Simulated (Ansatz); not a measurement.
System: IrH, charge 0, multiplicity 3. The spin state was set by rule; other spins were not relaxed. SMILES: [IrH]
Geometry from a B3LYP-D3(BJ)/def2-TZVP (Ansatz, an electronic-structure program) optimisation:
```
Ir
H 1 1.5590
```
Charge 0, spin multiplicity 3.

Property: atomisation energy (electronic, to ground-state atoms), in kJ/mol. Valence correlation only, unless marked. UHF or UKS for open shells. No spin-orbit coupling. The frozen core is the preceding noble-gas configuration, with the filled d and f shells of earlier blocks. In def2 rows, elements after Kr have scalar-relativistic effective core potentials. The coupled-cluster limit lacks core correlation, which all-electron functionals hold. CBS(X,Y): correlation extrapolated as X^-3; Hartree-Fock from the larger set.

```csv
level,program,atomisation energy (kJ/mol)
SVWN5/def2-TZVPD,Ansatz,387.8
PBE/def2-TZVPD,Ansatz,333.6
```

### Question
Predict the CCSD(T)/CBS(def2-TZVPPD,def2-QZVPPD) result (Ansatz).

### Answer
317.6 kJ/mol, so PBE/def2-TZVPD differs from it by 16.0 kJ/mol.
